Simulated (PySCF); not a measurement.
## Neon: a sound run and one with changed settings

Sound run: Ne⁺ [He] 2s2 2p5, Ne²⁺ [He] 2s2 2p4. Calculation: PySCF 2.14, in cc-pVDZ; no relativity, point nucleus. In the sound run the correlated levels freeze 1s2. The sound run starts from symmetry-adapted Hartree-Fock orbitals and uses a fine grid where one is needed.

A second run was set up differently.

```csv
species,method,sound run (hartree),changed run (hartree),converged
Ne⁺,MP2,-127.89985,-127.85252,yes
Ne⁺,CCSD(T),-127.91114,-127.85914,yes
Ne²⁺,MP2,-126.41129,-126.36131,yes
Ne²⁺,CCSD(T),-126.42431,-126.36645,yes
```

Ionisation energy of Ne⁺:

```json
{"method": "UHF", "sound run (eV)": "39.416", "changed run (eV)": "39.416"}
{"method": "MP2", "sound run (eV)": "40.506", "changed run (eV)": "40.578"}
{"method": "SCS-MP2", "sound run (eV)": "40.457", "changed run (eV)": "40.606"}
{"method": "CCSD", "sound run (eV)": "40.448", "changed run (eV)": "40.609"}
{"method": "CCSD(T)", "sound run (eV)": "40.459", "changed run (eV)": "40.618"}
```

**Question.** What was changed?
A. too few SCF iterations
B. a valence shell is frozen
C. minimal basis
D. level shift left on

**Answer.** B. Freezing a valence shell removes pair correlation that changes on ionisation.
